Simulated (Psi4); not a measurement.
AlI2 (SMILES [I][Al][I]), doublet, at a GFN2-xTB geometry (such geometries of metal compounds can be far from the true shape) (the spin is typed, not shown lowest) (core potentials on I); BLYP/def2-QZVPP in Psi4.

Here is a job for Psi4.
```
memory 2 GB

molecule mol {
0 2
Al    0.000000    0.000000    0.000000
I     0.000000    0.000000    2.590067
I    -0.000000   -0.000000   -2.590067
}

set {
  basis def2-qzvpp
  reference uks
}

energy('blyp')
print_variables()
```

What the program printed (banner, timings and long lists left out):

```
   => Loading Basis Set <=

    Name: DEF2-QZVPP
    Role: ORBITAL
    Keyword: BASIS

    !!!  WARNING: ECP capability is in beta. Please check occupations closely.  !!!

         ---------------------------------------------------------
                                   SCF
               by Justin Turney, Rob Parrish, Andy Simmonett
                          and Daniel G. A. Smith
                              UKS Reference
         ---------------------------------------------------------

  ==> Geometry <==

    Molecular point group: d2h
    Full point group: D_inf_h

    Geometry (in Angstrom), charge = 0, multiplicity = 2:

       Center              X                  Y                   Z               Mass
    ------------   -----------------  -----------------  -----------------  -----------------
         AL           0.000000000000     0.000000000000     0.000000000000    26.981538530000
         I            0.000000000000     0.000000000000     2.590067000000   126.904471900000
         I            0.000000000000     0.000000000000    -2.590067000000   126.904471900000

  Running in d2h symmetry.

  Rotational constants: A = ************  B =      0.00990  C =      0.00990 [cm^-1]
  Rotational constants: A = ************  B =    296.81666  C =    296.81666 [MHz]
  Nuclear repulsion =  196.648606105508122

  Charge       = 0
  Multiplicity = 2
  Electrons    = 63
  Nalpha       = 32
  Nbeta        = 31

  ==> Algorithm <==

  SCF Algorithm Type is DF.
  DIIS enabled.
  MOM disabled.
  Fractional occupation disabled.
  Guess Type is SAD.
  Energy threshold   = 1.00e-06
  Density threshold  = 1.00e-06
  Integral threshold = 1.00e-12

  ==> Primary Basis <==

  Basis Set: DEF2-QZVPP
    Blend: DEF2-QZVPP
    Number of shells: 66
    Number of basis functions: 234
    Number of Cartesian functions: 294
    Spherical Harmonics?: true
    Max angular momentum: 4

  Core potential: DEF2-QZVPP
    Number of shells: 8
    Number of ECP primitives: 58
    Number of ECP core electrons: 56
    Max angular momentum: 3

  ==> DFT Potential <==

   => LibXC <=

    Version 7.1.2
    S. Lehtola, C. Steigemann, M. J. T. Oliveira, and M. A. L. Marques,  SoftwareX 7, 1–5 (2018) (10.1016/j.softx.2017.11.002)

   => Composite Functional: BLYP <=

    BLYP GGA Exchange-Correlation Functional

    P.J. Stephens et. al., J. Phys. Chem., 98, 11623-11627, 1994
    B. Miehlich et. al., Chem. Phys. Lett., 157(3), 200-206 1989

[...]
   @S   Observed:                5.000000000E-01

    Orbital Energies [Eh]
    ---------------------

    Alpha Occupied:

[...]
    Alpha Virtual:

[...]
      52Ag   252.563276

    Beta Occupied:

[...]
       3B2g   -0.243384

    Beta Virtual:

[...]
    Final Occupation by Irrep:
             Ag   B1g   B2g   B3g    Au   B1u   B2u   B3u
    DOCC [     8,    1,    3,    3,    1,    7,    4,    4 ]
    SOCC [     1,    0,    0,    0,    0,    0,    0,    0 ]
    NA   [     9,    1,    3,    3,    1,    7,    4,    4 ]
    NB   [     8,    1,    3,    3,    1,    7,    4,    4 ]

  @DF-UKS Final Energy:  -837.83083194106575

   => Energetics <=

    Nuclear Repulsion Energy =            196.6486061055081223
    One-Electron Energy =               -1765.4882652482683625
    Two-Electron Energy =                 793.9889711677944888
    DFT Exchange-Correlation Energy =     -62.9801439661000657
    Empirical Dispersion Energy =           0.0000000000000000
    VV10 Nonlocal Energy =                  0.0000000000000000
    Total Energy =                       -837.8308319410657532

  UHF NO Occupations:
  HONO-2 :    4B3u 1.9995029
  HONO-1 :    4B2u 1.9995029
  HONO-0 :    9 Ag 1.0000000
  LUNO+0 :    5B2u 0.0004971
  LUNO+1 :    5B3u 0.0004971
  LUNO+2 :   10 Ag 0.0002547
  LUNO+3 :    8B1u 0.0001973

Computation Completed

Properties will be evaluated at   0.000000,   0.000000,   0.000000 [a0]

Properties computed using the SCF density matrix

 Multipole Moments:

 ------------------------------------------------------------------------------------
     Multipole            Electronic (a.u.)      Nuclear  (a.u.)        Total (a.u.)
 ------------------------------------------------------------------------------------

 L = 1.  Multiply by 2.5417464519 to convert [e a0] to [Debye]
 Dipole X            :          0.0000000            0.0000000            0.0000000
 Dipole Y            :          0.0000000            0.0000000            0.0000000
 Dipole Z            :          0.0000000            0.0000000            0.0000000
 Magnitude           :                                                    0.0000000

 ------------------------------------------------------------------------------------

  Variable Map:
  ----------------------------------------------------------------------------
[...]
  Array Variable Map:
  ----------------------------------------------------------------------------
[...]
[...]
```
